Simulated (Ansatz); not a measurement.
The lowest singlet and triplet of C3H2 (SMILES [CH]C#C); geometries from B3LYP-D3(BJ)/def2-TZVP, each state relaxed from the structure named, with no frequency check, low spin by broken symmetry.
Singlet (charge 0, multiplicity 1):
```
atom   x (Å)   y (Å)    z (Å)
----  ------  ------  -------
C     0.0000  0.0000  -1.2646
C     0.0000  0.0000   0.0000
C     0.0000  0.0000   1.2646
H     0.0000  0.0000  -2.3260
H     0.0000  0.0000   2.3260
```
Triplet (charge 0, multiplicity 3):
```xyz
5

C     -1.22983    -0.26597    -0.14492
C     -0.00060     0.00654    -0.00586
C      1.23213     0.24104     0.16727
H     -2.23521    -0.47809    -0.41480
H      2.22503     0.58844     0.31588
```

A positive gap puts the triplet lower; no zero-point energy. R- takes a restricted singlet, here one determinant of a half-filled degenerate or near-degenerate pair, which mixes singlet states. U- takes an unrestricted singlet (broken symmetry where lower, unprojected). The triplet is unrestricted in single-reference levels. Active spaces average the two states.

Cores are frozen in the correlated methods.

The values were computed with Ansatz (Gaussian basis) for Hartree–Fock, density functionals and correlated methods. Each number belongs to the level named beside it.

| level | gap E(singlet) − E(triplet), adiabatic (kcal/mol) |
|---|---|
| R-HF/cc-pVTZ | 50.54 |
| U-SVWN5/def2-TZVPP (spin-contaminated) | 8.82 |
| U-B3LYP/def2-TZVPP (spin-contaminated) | 7.86 |
| R-BHLYP/def2-TZVPP | 29.68 |
| U-wB97M-V/def2-TZVPP (spin-contaminated) | 11.96 |
| R-MP2/cc-pVDZ | 20.00 |
| SA-CASSCF(6,6)/cc-pVDZ | 23.76 |
| SC-NEVPT2 on SA-CASSCF(6,6)/cc-pVDZ | ? |
| FIC-MRCISD+Q on SA-CASSCF(6,6)/cc-pVTZ | 20.34 |

**Question.** Complete the blanks.

**Answer.** 
- SC-NEVPT2 on SA-CASSCF(6,6)/cc-pVDZ, gap E(singlet) − E(triplet), adiabatic (kcal/mol): 22.28

Doubts at one or more of the structures used: a restricted determinant that unrestricted orbitals would lower (R-HF/cc-pVTZ, R-BHLYP/def2-TZVPP, R-MP2/cc-pVDZ); a spin-contaminated determinant (R-HF/cc-pVTZ, R-MP2/cc-pVDZ).

Ansatz is a first-principles code.
